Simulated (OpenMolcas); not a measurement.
**Li: input and output**

Input:

```
&GATEWAY
Coord
1

Li 0.0 0.0 0.0
Basis=ANO-RCC-VDZP
Group=XYZ
NoMove
AngMom=0.0 0.0 0.0
AMFI
&SEWARD
Relativistic=R03O02
&RASSCF
FileOrb=start.orb
Symmetry=1
Spin=2
nActEl=1 0 0
Inactive=1 0
Ras2=1 3
CIRoot=1 1 1
SDav=1
CIMx=300
Iter=120 100
PrWF=0.3
OrbListing=Nothing
MaxOrb=0
Atom
>>> COPY $Project.JobIph JOBPRE
&RASSCF
FileOrb=start.orb
Symmetry=1
Spin=2
nActEl=1 0 1
Inactive=1 0
Ras2=1 3
Ras3=5 0
CIRoot=1 1 1
SDav=6
CIMx=300
Iter=120 100
PrWF=0.3
OrbListing=Nothing
MaxOrb=0
Thrs=2.0e-7 1.0e-1 5.0e-4
Atom
>>> COPY $Project.JobIph JOB001
&RASSCF
FileOrb=start.orb
Symmetry=2
Spin=2
nActEl=1 0 1
Inactive=1 0
Ras2=1 3
Ras3=5 0
CIRoot=3 3 1
SDav=3
CIMx=300
Iter=120 100
PrWF=0.3
OrbListing=Nothing
MaxOrb=0
Thrs=2.0e-7 1.0e-1 5.0e-4
Atom
>>> COPY $Project.JobIph JOB002
&RASSI
NrOfJobIphs=2 1 3
1
1 2 3
IphNames
JOB001
JOB002
EJob
SpinOrbit
DIPRint=1.0
SOCoupling=1000.0
Subsets=2
MEES
Property=10
'ANGMOM' 1 'ANGMOM' 2 'ANGMOM' 3 'MLTPL  1' 1 'MLTPL  1' 2 'MLTPL  1' 3
'AMFI' 1 'AMFI' 2 'AMFI' 3 'MLTPL  2' 6
SOProperty=3
'ANGMOM' 1 'ANGMOM' 2 'ANGMOM' 3
```

Launched by
```bash
OMP_NUM_THREADS=1 MOLCAS_MEM=2252 MOLCAS_PROJECT=a pymolcas a.inp > a.log  # once for each step of the input, in one work folder
```

A driver script runs the steps one by one and writes start.orb anew before each from the orbitals found so far.

Output, cut to the results:

```
--- SEWARD ---
Basis set label: LI.ANO-RCC...3S2P1D.

      Electronic valence basis set:
      ------------------
      Associated Effective Charge   3.000000 au
      Associated Actual Charge      3.000000 au
      Nuclear Model: Point charge

      Shell  nPrim  nBasis  Cartesian Spherical Contaminant
         s      14       3        X
         p       9       2        X
         d       4       1                 X
Relativistic=R03O02
                  Relativistic Douglas-Kroll-Hess integrals:
                    - DKH order of Hamiltonian: 3
                    - DKH order of Properties : 2
--- RASSCF ---
Wave function specifications:
      -----------------------------

      Number of closed shell electrons           2
      Number of electrons in active shells       1
      Max number of holes in RAS1 space          0
      Max nr of electrons in RAS3 space          1
      Number of inactive orbitals                1
      Number of active orbitals                  9
      Number of secondary orbitals               4
      Spin quantum number                      0.5
      State symmetry                             1
Orbital specifications:
      -----------------------

      Symmetry species                           1   2
                                                ag  au
      Frozen orbitals                            0   0
      Inactive orbitals                          1   0
      Active orbitals                            6   3
      RAS1 orbitals                              0   0
      RAS2 orbitals                              1   3
      RAS3 orbitals                              5   0
      Secondary orbitals                         1   3
      Deleted orbitals                           0   0
      Number of basis functions                  8   6
      Number of CSFs                             6
      Number of root(s) required                 1
      Iter CI   SX   CI       RASSCF       Energy    max ROT     max BLB   max BLB  Level Ln srch  Step   QN
          iter iter root      energy       change     param      element    value   shift minimum  type update
 Nr of preliminary CI iterations:   1
 ###############################################################################
 ###############################################################################
 ###                                                                         ###
 ###                                                                         ###
 ###    WARNING: Problems in orbital optimization.                           ###
 ###                                                                         ###
 ###                                                                         ###
 ###############################################################################
 ###############################################################################
  Warning: In symmetry  1, orbital p=   3 has diagonal density matrix element D(p,p) close to zero. D(p,p)=  5.375374E-30
  Warning: In symmetry  1, orbital p=   4 has diagonal density matrix element D(p,p) close to zero. D(p,p)=  1.121866E-31
        ...
  Warning: In symmetry  2, orbital p=   1 has diagonal density matrix element D(p,p) close to zero. D(p,p)=  0.000000E+00
  Warning: In symmetry  2, orbital p=   2 has diagonal density matrix element D(p,p) close to zero. D(p,p)=  0.000000E+00
  Warning: In symmetry  2, orbital p=   3 has diagonal density matrix element D(p,p) close to zero. D(p,p)=  0.000000E+00
        4   1    1    1    -7.43335791   -4.44E-15   0.00E+00    2   8 1  4.06E-08   0.50   0.00    SX    NO
      Convergence after  4 iterations
        5   1    1    1    -7.43335791   -1.78E-15   0.00E+00    2   8 1  4.06E-08   0.50   0.00    SX    NO
      Natural orbitals and occupation numbers for root  1
      sym 1:   1.000000   0.000000   0.000000   0.000000   0.000000   0.000000
      sym 2:   0.000000   0.000000   0.000000
::    RASSCF root number  1 Total energy:     -7.43335791
--- RASSCF ---
Wave function specifications:
      -----------------------------

      Number of closed shell electrons           2
      Number of electrons in active shells       1
      Max number of holes in RAS1 space          0
      Max nr of electrons in RAS3 space          1
      Number of inactive orbitals                1
      Number of active orbitals                  9
      Number of secondary orbitals               4
...
--- RASSI ---
SPIN-FREE ENERGIES:
  (Shifted by EMIN (a.u.) =         -7.4333579114)

 SF State       Relative EMIN(au)   Rel lowest level(eV)    D:o, cm**(-1)      L_eff

     1             0.0000000000        0.0000000000              0.0000         0.0
     2             0.0678801132        1.8471119777          14897.9628         1.0
     3             0.0678801132        1.8471119777          14897.9628         1.0
     4             0.0678801132        1.8471119777          14897.9628         1.0
     Dipole printing threshold changed to   1.00000000E+00

++ Dipole transition strengths (spin-free states):
   -----------------------------------------------
     for osc. strength at least  1.00000000E+00

  ( Max oscillator strength is only   0.24934256264015020      )
--
Eigenvalues of complex Hamiltonian:
   -----------------------------------
  (Shifted by EMIN (a.u.) =         -7.4333579114)

 SO State       Relative EMIN(au)   Rel lowest level(eV)    D:o, cm**(-1)     J-value

     1             0.0000000000        0.0000000000              0.0000         0.4
     2             0.0000000000        0.0000000000              0.0000         0.4
     3             0.0678796978        1.8471006741          14897.8716         0.4
     4             0.0678796978        1.8471006741          14897.8716         0.4
     5             0.0678803209        1.8471176295          14898.0084         1.0
     6             0.0678803209        1.8471176295          14898.0084         1.0
     7             0.0678803209        1.8471176295          14898.0084         1.3
     8             0.0678803209        1.8471176295          14898.0084         1.3
Weights of the five most important spin-orbit-free states for each spin-orbit state.

 SO State  Total energy (au)           Spin-free states, spin, and weights
 -------------------------------------------------------------------------------------------------------
...
```

The J values that RASSI prints are effective ones from its own formula and need not be integers or half-integers; the table below assigns J from the states.

Levels above the lowest, from the spin-orbit matrix, grouped by J:

```
Configuration  Term    J  E (cm-1)  Measured (cm-1)      g  Term weight %
           2s    2S  1/2       0.0              0.0  2.002            100
           2p   2P*  1/2     14898            14904  0.666            100
           2p   2P*  3/2     14898            14904  1.334            100
```

Against the 2 measured excited levels shown (NIST Handbook of Basic Atomic Spectroscopic Data) the mean absolute deviation is 5.8 cm-1; the largest miss in energy is 2p 2P* 3/2: computed 14898, measured 14904 cm-1 (0 %).

With one active electron outside closed inactive shells, the extra shells (3d) add no correlation to the reference. ANO sets are built for ground and valence states and can reach diffuse excited orbitals poorly. With one active electron the reference holds no correlation, so core polarisation is missing. Measured partners are found by configuration, term and J. A level has none where our copy of the source lacks it or the pairing is in doubt (some pairs that miss far off the trend of their configuration count as doubtful), and it then counts in no deviation. Levels of configurations outside the active space are missing. The first state left out of the spin-orbit step lies near 55000 cm-1 above the lowest spin-free state of the reference (among the parities and spins computed), and the list stops at four fifths of that energy or lower.

The RASSCF and RASSI steps took 6.3 s on 1 thread of Arm Neoverse V2, with other jobs on the host; the integral step is not counted.

The term weight is that of the spin-free term in the level, not the purity of its configuration. * marks odd parity.
